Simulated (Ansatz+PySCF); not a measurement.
**singlet ScF₃: levels of theory in one basis**

```xyz
4

Sc    0.0000    0.0000    0.0000
F     1.9679    0.0000    0.0000
F    -0.9839    1.7043    0.0000
F    -0.9839   -1.7043    0.0000
```

Basis set: def2-SVP (spherical functions). Correlated methods keep 8 orbitals frozen. Charge 0, multiplicity 1.

Computed with Ansatz (development build ahead of 0.2.0); each method stands on the lowest determinant of its kind that the runs found.

```csv
method,E − E(RHF) (eV),<S²> of the determinant
RHF,0.00,0.00
RHF-MP2,-21.23,–
RHF-CCSD,-21.52,–
```

Problem. What does RHF-CCSD(T) give on the same scale?

Solution. -21.95 eV.

Problem. Is a single determinant a sound starting point here?

Solution. By this sign, yes. Unrestricted orbitals gain 0.00 eV and <S²> is 0.00 against 0.00 for a pure state.
